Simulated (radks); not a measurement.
These are the eigenvalues of the occupied orbitals of an atom or ion with whole-number occupations (hartree). Method: Dirac Kohn-Sham, exchange-only B88, spin-unpolarised, spherical densities, point nucleus; computed with a radial shooting solver on a logarithmic mesh with Libxc functionals.

1s1/2: -522.3308
2s1/2: -70.54362
2p1/2: -63.96200
2p3/2: -61.98157
3s1/2: -11.70563
3p1/2: -9.38043
3p3/2: -9.08828
3d3/2: -5.03096
3d5/2: -4.98265
4s1/2: -2.63283
4p1/2: -2.05466

Which element is it, and in what charge state? The configuration may be excited. Open shells, if any, fill j = l - 1/2 first.

Answer. Z = 36, krypton, charge +4: Kr4+ in [Ar] 3d10 4s2 4p2. The list shows which subshells hold electrons but not how many an open one holds; the 1s level, -522.33 hartree, gives Z - s = 32.3 by -(Z - s)^2/2, which with screening and relativity narrows Z to a few neighbours, and the depths of the outer levels then fix element, charge and occupations together.
